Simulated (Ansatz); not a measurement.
Computed with Ansatz on PBE0-D4/def2-TZVP structures; ΔE is electronic, products minus reactants. CCSD(T)/CBS adds triple-zeta CCSD(T) − MP2 to the extrapolated MP2 energy (def2 sets, frozen cores). This one scheme is used for every species. Functionals use def2-TZVPP. B3LYP here is the variant with VWN-RPA as its local correlation; programs differ in this. For Br outer-core shells are correlated without core-valence functions, which leaves a few kJ/mol of doubt a bond. Scalar relativity is left out up to krypton. Each species was taken in one conformer, which may not be the lowest.

Consider the substitution at a C–Si bond: `C[SiH2]C[SiH2]Cl` + HBr → `C[SiH2]CBr` + `[SiH3]Cl`.

**Question.** Is it downhill or uphill in electronic energy at CCSD(T)/CBS, and by how much? (An estimate is asked.)

**Answer.** Computed: Uphill: ΔE = +17.3 kcal/mol.

**Question.** What do these levels give: PBE-D4, r2SCAN-D4, B3LYP-D4, ωB97M-V, B2PLYP, r2SCAN, B3LYP, SCS-MP2/def2-TZVPP, CCSD/def2-TZVPP, CCSD(T)/def2-TZVPP, MP2/CBS(def2), CCSD/CBS(def2)? (Best estimate.)

**Answer.** Computed: PBE-D4 17.2, r2SCAN-D4 18.1, B3LYP-D4 16.7, ωB97M-V 17.8, B2PLYP 16.4, r2SCAN 17.8, B3LYP 15.7, SCS-MP2/def2-TZVPP 16.4, CCSD/def2-TZVPP 17.2, CCSD(T)/def2-TZVPP 17.3, MP2/CBS(def2) 17.7, CCSD/CBS(def2) 17.2 kcal/mol.

Largest T1 diagnostic among the species: 0.010.

The D4 term adds +1.0 kcal/mol with B3LYP and +0.6 kcal/mol with PBE0; it sums over pairs of atoms, weighted by their polarisabilities, and B3LYP, whose exchange is more repulsive, gets the larger term. From PBE to PBE0 (25 % exact exchange), in def2-TZVPP and without D4, ΔE moves by +0.8 kcal/mol. In def2-TZVPP, CCSD(T) changes the Hartree–Fock value by +2.0 kcal/mol (the triples alone add +0.0 kcal/mol) and MP2 by +2.4 kcal/mol.
